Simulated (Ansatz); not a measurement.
Job for Ansatz (an electronic-structure program): R-BLYP/def2-TZVPPD on H2Se (SMILES [SeH2]). Files ending in .json are basis or fitting sets from the Basis Set Exchange.

Ansatz 0.2 input:
```yaml
crystal:
  periodic: [false, false, false]
  atoms:
    - {symbol: Se, position_ang: [-0.23328775, 0.11283817, 3.38915796]}
    - {symbol: H, position_ang: [0.32176932, -1.24802538, 3.33191633]}
    - {symbol: H, position_ang: [1.11250365, 0.70212840, 3.31915331]}
basis:
  gaussian:
    orbitals: def2-TZVPPD.json
hamiltonian:
  xc: {name: BLYP}
scf: {lower_state_search: off}
```

What total energy does the run end on?

-2402.7838 hartree.
